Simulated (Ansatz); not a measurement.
CH3B2Cl2N, SMILES `ClB(Cl)B1CN1`, relaxed with RKS PBE0-D4/def2-TZVP in the Gaussian-basis code of Ansatz from a PBE-D4/def2-SVP geometry. The force threshold is 0.005 eV/Å; the program also tests the step.

The species carries charge 0 and has multiplicity 1.

Start:

```xyz
9

Cl   -0.586    2.928   -0.804
B    -0.747    1.599    0.347
Cl   -1.491    1.931    1.913
B    -0.154    0.083   -0.012
C     1.031   -0.994   -0.050
N    -0.339   -1.171   -0.507
H     1.339   -1.525    0.873
H     1.826   -0.931   -0.820
H    -0.880   -1.920   -0.939
```

Q: By how much does the energy fall, and how many steps does the optimiser take? (An estimate is asked.)

A: Ansatz gave: 0.04 eV, in 6 steps, 1 of them rejected.

Q: Which bonds change most? (Best estimate.)

A: Ansatz gave: B4–C5 from 1.602 to 1.579 Å; C5–H8 from 1.109 to 1.089 Å; C5–H7 from 1.109 to 1.089 Å; B2–Cl3 from 1.765 to 1.748 Å.

Q: Give the relaxed structure. (Estimate.)

A: The calculation gave: 
```xyz
9

Cl   -0.614    2.889   -0.812
B    -0.737    1.584    0.344
Cl   -1.455    1.914    1.903
B    -0.138    0.081   -0.011
C     1.026   -0.984   -0.040
N    -0.334   -1.151   -0.511
H     1.309   -1.522    0.863
H     1.811   -0.927   -0.794
H    -0.867   -1.883   -0.942
```
